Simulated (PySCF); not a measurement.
## Polarisability and C₆ of Cd⁺ (cadmium, charge +1)

[Kr] 4d9 5s1 5p1, one real determinant (an excited configuration). Computed with PySCF 2.14 in aug-cc-pVTZ-PP with one added diffuse shell each of s, p, d, f, g type with ECP28MDF (7s7p6d4f3g, 113 functions), with a scalar-relativistic core potential. Coupled (time-dependent) response in atomic units; α is the mean over directions.

| method | mean α (bohr³) | α xx, yy, zz | C₆ (like pair) | S(−4) |
| --- | --- | --- | --- | --- |
| wB97M-V | 28.37 | 28.25, 28.25, 28.62 | 203.3 | 361.6 |

S(−4) is the Cauchy moment in α(ω) = α(0) + S(−4) ω² + …

Spin-orbit coupling is absent.

α(iu) at wB97M-V:

```
u (hartree)  α(iu) (bohr³)
          0          28.37
     0.0500          27.50
      0.100          25.24
      0.200          19.39
      0.300          14.55
      0.500          9.021
      0.750          5.926
       1.00          4.371
       1.50          2.804
       2.00          1.997
       3.00          1.171
       5.00         0.5351
```

A single London oscillator, α(iu) = α/(1 + u²/ω²), gives C₆ = (3/4) ω α². Matching the computed C₆ needs ω = 4 × 203.3 / (3 × 28.37²) = 0.337 hartree.

For an ion, C₆ is the dispersion term alone; charge-induced terms of lower order in 1/R come first.

The components differ because the open shell of this determinant is not spherical; for a pure term their mean is the scalar polarisability.

⟨L²⟩ = 8.02 against 12 for a pure F term, so this real determinant mixes terms. Energies and moments cover only the electrons outside the core potential.
